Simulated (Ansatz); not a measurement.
Relaxation of CH4NSb (7 atoms, charge 0, multiplicity 1), to a largest force component of 0.02 eV/Å in at most 50 steps.

All numbers below come from Ansatz 0.2.0, RKS B3LYP-D4/def2-SVP.

```xyz
7
Properties=species:S:1:pos:R:3:forces:R:3
C -0.880 -0.430 -0.673 -0.13 0.27 -0.53
N -0.491 -0.906 0.411 0.00 -0.85 1.06
Sb 1.094 -0.009 1.430 0.29 0.03 0.31
H -1.712 -0.912 -1.184 -0.56 -0.25 -0.44
H -0.458 0.446 -1.177 0.17 0.46 -0.33
H 0.462 1.563 1.200 -0.11 0.35 0.14
H 1.985 0.247 -0.007 0.33 -0.02 -0.21
```

Q: Where does it end, and by what steps?

A: It converged. After 15 steps the energy has fallen by 0.150 eV; H5 moved furthest, 0.88 Å.

| step | energy less start (eV) | largest force component (eV/Å) | accepted |
| --- | --- | --- | --- |
| 0 | 0.0000 | 1.062 | yes |
| 1 | -0.0120 | 0.375 | yes |
| 2 | 0.0524 | 1.162 | no |
| 3 | -0.0539 | 0.164 | yes |
| 4 | -0.0616 | 0.109 | yes |
| 5 | -0.0809 | 0.335 | yes |
| 6 | -0.1055 | 0.390 | yes |
| 7 | -0.0937 | 1.429 | no |
| 8 | -0.1216 | 0.510 | yes |
| 9 | -0.1296 | 0.617 | yes |
| 10 | -0.1459 | 0.134 | yes |
| 11 | -0.1478 | 0.137 | yes |
| 12 | -0.1473 | 0.123 | no |
| 13 | -0.1492 | 0.077 | yes |
| 14 | -0.1497 | 0.044 | yes |
| 15 | -0.1497 | 0.015 | yes |

```xyz
7
Properties=species:S:1:pos:R:3
C -0.896 -0.529 -0.776
N -0.718 -0.502 0.476
Sb 1.173 -0.049 1.289
H -1.892 -0.810 -1.173
H -0.138 -0.286 -1.552
H 0.633 1.481 1.872
H 1.839 0.694 -0.136
```

Whether the end is a true minimum wasn't checked by a vibrational analysis.

The run took 40 s on 1 thread of Intel(R) Xeon(R) Platinum 8488C (Sapphire Rapids), with other jobs on the host, peak memory 0.19 GiB.
